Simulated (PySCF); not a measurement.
An excited-state job on `CC1=CN=CN1[SiH2]Br`.

Computed with TDDFT PBE0/def2-SVPD, vertical, gas phase, core orbitals frozen in the response (PySCF 2.14.0, density-fitted response routines). Geometry: GFN2-xTB. The input is one job of a driver script: a line of settings, then coordinates in Å.

Command:
```bash
OMP_NUM_THREADS=1 python probes_run.py task.json out
```

Input:
```
{"job": {"kind": "uv", "xc": "PBE0", "basis": "def2-SVPD", "nstates": 8, "ntriplets": 3}, "charge": 0, "multiplicity": 1}
C     -0.848871     1.570081     0.439010
C     -0.827466     0.133483     0.068677
C     -1.842009    -0.744032    -0.160354
N     -1.342480    -1.973227    -0.489675
C     -0.059942    -1.845430    -0.463160
N      0.347056    -0.576761    -0.127780
Si     1.991935    -0.061238     0.082884
Br     2.402394     1.614490    -1.294102
H     -0.242760     1.758330     1.325883
H     -0.467294     2.190202    -0.373285
H     -1.872556     1.869445     0.647676
H     -2.898864    -0.576175    -0.111950
H      0.642037    -2.626145    -0.677102
H      2.182296     0.446058     1.431024
H      2.832109    -1.171092    -0.319657
```

Task: Estimate the output.

Result: 
```
coarse grid: 62008 points
cycle   1  E = -3128.4979758873  dE =  2.661e-01  |g| = 4.366e-01  |ddm| = 6.810e+00
cycle   2  E = -3128.4283673198  dE =  6.961e-02  |g| = 6.915e-01  |ddm| = 2.825e+00
cycle   3  E = -3128.5470339563  dE = -1.187e-01  |g| = 1.322e-01  |ddm| = 1.957e+00
cycle   4  E = -3128.5505020322  dE = -3.468e-03  |g| = 4.532e-02  |ddm| = 2.510e-01
cycle   5  E = -3128.5509411473  dE = -4.391e-04  |g| = 1.335e-02  |ddm| = 8.637e-02
cycle   6  E = -3128.5509748729  dE = -3.373e-05  |g| = 5.024e-03  |ddm| = 2.801e-02
cycle   7  E = -3128.5509807817  dE = -5.909e-06  |g| = 8.518e-04  |ddm| = 8.254e-03
final grid: 129424 points
cycle   8  E = -3128.5510277176  dE =  1.154e-07  |g| = 1.289e-03  |ddm| = 1.183e-02
cycle   9  E = -3128.5510270470  dE =  6.706e-07  |g| = 2.082e-03  |ddm| = 5.496e-03
cycle  10  E = -3128.5510281280  dE = -1.081e-06  |g| = 1.321e-04  |ddm| = 3.361e-03
cycle  11  E = -3128.5510281319  dE = -3.872e-09  |g| = 1.608e-05  |ddm| = 2.342e-04
cycle  12  E = -3128.5510281319  dE = -4.502e-11  |g| = 8.857e-06  |ddm| = 5.438e-05
converged SCF energy = -3128.5510281319

Static polarisability (au): isotropic 102.546, principal 79.967 104.626 123.045

Singlet excitations
state   eV       nm        f      main configurations
  1   5.2163    237.7   0.02208   H->L 0.97
  2   5.7264    216.5   0.00254   H->L+1 0.98
  3   6.0698    204.3   0.00461   H-1->L 0.71, H-1->L+2 0.18
  4   6.0880    203.7   0.05797   H->L+2 0.89
  5   6.2805    197.4   0.06330   H->L+3 0.89
  6   6.5893    188.2   0.01412   H->L+4 0.52, H-2->L 0.28
  7   6.6266    187.1   0.01368   H->L+4 0.38, H-2->L 0.27, H->L+5 0.20
  8   6.7413    183.9   0.00163   H-1->L+2 0.52, H-1->L 0.24, H-1->L+3 0.14

Triplet excitations (Tamm-Dancoff, eV): 4.1293 5.2920 5.5649
```

The SCF starts on a coarse grid where the log names one; the energy can jump when the final grid takes over, and dE then counts from the start density on the new grid. H and L stand for HOMO and LUMO; the number after each pair is its weight.

Task: Which computed singlet has the largest oscillator strength, and what do all of them sum to?

Result: State 5 at 6.28 eV (197 nm), f = 0.063; the 8 states sum to 0.180.

Task: How does the lowest singlet excitation compare with the HOMO–LUMO gap?

Result: HOMO -6.68 eV and LUMO -0.57 eV give a gap of 6.11 eV; S1 at 5.22 eV lies 0.89 eV below it.

Main results: HOMO -6.68 eV, LUMO -0.57 eV; lowest singlet 5.22 eV; lowest triplet 4.13 eV (Tamm–Dancoff); mean polarisability 102.5 au.

 The PBE0/def2-SVPD calculation is non-relativistic and has no spin–orbit coupling, an omission that weighs most on bromine.

The run took 84 s wall (with the writing of density and orbital grids) on an Arm Neoverse V1 with one thread (shared host), and the process peaked at 0.99 GiB of memory.

One conformer stands for the species.
Labels such as C1 count atoms from 1, the log's own numbers from 0.
